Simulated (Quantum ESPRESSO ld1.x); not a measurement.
The scandium ion Sc16+, 5 electrons, occupied as [He] 2s2 2p0.75 3d0.25 (fractional occupations, a model configuration). Method: scalar-relativistic Kohn-Sham, exchange-only LDA, spin-polarised, spherical densities, point nucleus; open shells are filled with parallel spins first; computed with ld1.x of Quantum ESPRESSO 7.5.

Unscreened Slater integrals over Kohn-Sham orbitals (eV). They are taken over the spin-up orbitals.

\begin{tabular}{lr}
integral & value \\ \hline
F0(3d,3d) & 40.623 \\
F2(3d,3d) & 21.251 \\
F4(3d,3d) & 13.811 \\
F0(3d,2p) & 50.813 \\
F2(3d,2p) & 16.484 \\
G1(3d,2p) & 15.943 \\
G3(3d,2p) & 9.2466 \\
F0(3d,2s) & 49.974 \\
G2(3d,2s) & 15.061 \\
F0(3d,1s) & 52.741 \\
G2(3d,1s) & 0.34752 \\
F0(2p,2p) & 92.764 \\
F2(2p,2p) & 44.429 \\
F0(2p,2s) & 84.502 \\
G1(2p,2s) & 47.777 \\
F0(2p,1s) & 125.51 \\
G1(2p,1s) & 23.305 \\
F0(2s,2s) & 79.314 \\
F0(2s,1s) & 111.05 \\
G0(2s,1s) & 10.926 \\
F0(1s,1s) & 351.49 \\
\end{tabular}

Derived for the open shells (J is the average intra-shell exchange parameter used in DFT+U). 2p: J = F2/5 = 8.886 eV. 3d: Racah B = F2/49 - 5 F4/441 = 0.2771 eV, C = 35 F4/441 = 1.096 eV, C/B = 3.96, F4/F2 = 0.650, J = (F2 + F4)/14 = 2.504 eV.
